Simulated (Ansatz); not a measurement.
Consider the cleavage of the Si–Si bond: `F[SiH](F)[SiH](Cl)Cl` + `[SH][GeH3]` → `F[SiH](F)[S][GeH3]` + dichlorosilane.

Computed with Ansatz on PBE0-D4/def2-TZVP structures; ΔE is electronic, products minus reactants. CBS: MP2 limit from def2 TZ/QZ plus the TZ coupled-cluster correction, frozen cores. Functionals use def2-TZVPP. B3LYP here is the variant with VWN-RPA as its local correlation; programs differ in this. For Ge outer-core shells are correlated without core-valence functions, which leaves a few kJ/mol of doubt a bond. Scalar relativity is left out up to krypton. Each species was taken in one conformer, which may not be the lowest.

`F[SiH](F)[SiH](Cl)Cl`:

```xyz
8

F     0.400    1.423   -1.768
Si    0.102    1.176   -0.227
F    -1.253    1.930    0.123
Si   -0.182   -1.123    0.142
Cl   -0.579   -1.379    2.135
Cl    1.583   -2.043   -0.338
H     1.194    1.782    0.566
H    -1.266   -1.767   -0.632
```

`[SH][GeH3]`:

```xyz
6

S     0.438    1.611   -0.422
Ge    0.093   -0.548   -0.014
H    -0.649    2.022    0.251
H    -1.255   -0.995   -0.598
H     0.122   -0.820    1.498
H     1.251   -1.269   -0.714
```

`F[SiH](F)[S][GeH3]`:

Z-matrix (Å, degrees):
```
Si
F 1 1.589
S 1 2.092 2 111.0
F 1 1.587 2 105.0 3 121.2
H 1 1.471 2 109.6 3 -122.3
Ge 3 2.247 1 98.6 2 47.5
H 6 1.532 3 104.4 1 154.8
H 6 1.532 3 108.8 1 -86.3
H 6 1.532 3 109.1 1 35.4
```

`Cl[SiH2]Cl`:

```xyz
5

Cl    0.332   -0.457   -1.880
Si   -0.044    0.128    0.038
Cl    0.314   -1.415    1.324
H    -1.467    0.504    0.143
H     0.866    1.239    0.375
```

```tsv
level	ΔE (kJ/mol)
ωB97X-V	-89.8
PBE	-78.4
r2SCAN	-92.1
PBE0	-84.8
B3LYP	-84.6
SCS-MP2/def2-TZVPP	-98.6
MP2/CBS(def2)	-103.6
CCSD/CBS(def2)	-93.6
```

**Question.** What does CCSD(T)/CBS give? (Estimate.)

**Answer.** Ansatz gave: -94.1 kJ/mol. The listed levels differ from it by 4.3, 15.7, 2.0, 9.3, 9.5, -4.5, -9.5, 0.5 kJ/mol.

Largest T1 diagnostic among the species: 0.012.

From PBE to PBE0 (25 % exact exchange), in def2-TZVPP and without D4, ΔE moves by −6.3 kJ/mol.
